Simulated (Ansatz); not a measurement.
**Which is lower?**

Two relaxed structures of CH$_{2}$SSe, singlet (PBE0-D4/def2-TZVP; forces vanish, vibrations not checked).

A:

```csv
atom,x (Å),y (Å),z (Å)
C1,-0.1427,-0.3314,-0.0113
S2,-0.7265,-0.5664,1.4680
Se3,1.2911,-1.1885,-0.8595
H4,-0.5735,0.4070,-0.6900
H5,1.6003,-2.0572,0.2856
```

B:

```tsv
atom	x (Å)	y (Å)	z (Å)
C1	-0.1233	0.3041	-0.1740
S2	-0.3626	-0.5542	1.3648
Se3	1.0261	-1.2592	-0.1994
H4	-0.9483	0.2622	-0.8759
H5	0.4081	1.2471	-0.1156
```

Ansatz 0.2.0; basis: def2-TZVPP; cores frozen in the correlated methods. Filled d shells of the heavier atoms are correlated. The def2 sets are not built for correlating such inner shells, so the correlated values are less sure here. B3LYP uses VWN-RPA correlation.

Which structure is lower at CCSD(T), and by how much? (Judge from chemistry; the value comes from the calculation.)

Computed: B, by 21.6 kJ/mol (electronic energy, against the other). By their contacts, A is CH₂SSe ([S][CH][SeH]) and B is CH₂SSe ([CH2]1[S][Se]1).

All methods give the same order:

```json
{"method": "PBE-D4", "E(B) − E(A) (kJ/mol)": "-20.3"}
{"method": "r2SCAN-D4", "E(B) − E(A) (kJ/mol)": "-17.2"}
{"method": "PBE0-D4", "E(B) − E(A) (kJ/mol)": "-31.5"}
{"method": "B3LYP-D4", "E(B) − E(A) (kJ/mol)": "-13.7"}
{"method": "wB97M-V", "E(B) − E(A) (kJ/mol)": "-29.8"}
{"method": "HF", "E(B) − E(A) (kJ/mol)": "-20.2"}
{"method": "MP2", "E(B) − E(A) (kJ/mol)": "-31.1"}
{"method": "CCSD", "E(B) − E(A) (kJ/mol)": "-23.9"}
{"method": "CCSD(T)", "E(B) − E(A) (kJ/mol)": "-21.6"}
```

No T1 diagnostic of these runs exceeds 0.015. The restricted Hartree–Fock reference is unstable towards an unrestricted one at one or more of these structures.

Labels in which every atom is bracketed show which atoms are joined, not bond orders.

For scale, one of the runs: CCSD(T)/def2-TZVPP, 149 basis functions, launched by `ansatz run in.yaml --threads 2 --pin off --events-out ev --progress --plain --max-ram 4352MiB`. The run took 30 s on 2 CPU threads of an Arm Neoverse V1 (shared host), with 0.93 GiB of host memory at its peak.
